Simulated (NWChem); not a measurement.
AlSiH4Cl; SMILES [SiH3][AlH][Cl]

Results from NWChem. Structure relaxed at the PBE0/def2-SVP level. Level M06-2X/def2-SVP: energy and gradient on several grids; changes count from the extra-fine grid, which is no exact limit either.

| grid | size of the energy change (μHa) | largest change of a gradient component (μHa/bohr) | time, medium = 1 (rough) |
|---|---|---|---|
| xcoarse | 4000 | 2000 | about 1 |
| coarse | 70 | 700 | about 1 |
| medium | 20 | 300 | about 1 |
| fine | < 10 | 60 | about 1 |
| xfine | < 10 | < 30 | 2 |
